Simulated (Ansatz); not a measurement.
Gas-phase electronic energies from Ansatz, PBE0-D4/def2-TZVP geometries. CCSD(T)/CBS adds triple-zeta CCSD(T) − MP2 to the extrapolated MP2 energy (def2 sets, frozen cores). This one scheme is used for every species. Functionals use def2-TZVPP. B3LYP here is the variant with VWN-RPA as its local correlation; programs differ in this. For Ge outer-core shells are correlated without core-valence functions, which leaves a few kJ/mol of doubt a bond. Scalar relativity is left out up to krypton.

Reaction (silylene formation by 1,1-elimination): `F[SiH](Cl)[GeH3]` → `[F][GeH3]` + `[SiH]Cl`

```tsv
species	B3LYP energy (Eh)
`F[SiH](Cl)[GeH3]`	-2929.21221
`[F][GeH3]`	-2178.76902
`[SiH]Cl`	-750.34105
```

Work out ΔE.

ΔE = (-2178.76902) + (-750.34105) − (-2929.21221) = 0.10214 Eh = +64.1 kcal/mol. CCSD(T)/CBS gives +70.5 kcal/mol.

What do rigid-rotor, harmonic-oscillator terms from PBE0-D4/def2-TZVP frequencies (298.15 K, 1 bar) make of the CCSD(T)/CBS value? (An estimate is asked.)

The calculation gave: ΔZPE = -2.5 kcal/mol, ΔH = +68.4 kcal/mol, ΔS = 146 J/(mol·K), ΔG = +58.0 kcal/mol.

Largest T1 diagnostic among the species: 0.013.

From PBE to PBE0 (25 % exact exchange), in def2-TZVPP and without D4, ΔE moves by +3.2 kcal/mol. The D4 term adds +3.4 kcal/mol with B3LYP and +1.9 kcal/mol with PBE0; it sums over pairs of atoms, weighted by their polarisabilities, and B3LYP, whose exchange is more repulsive, gets the larger term.
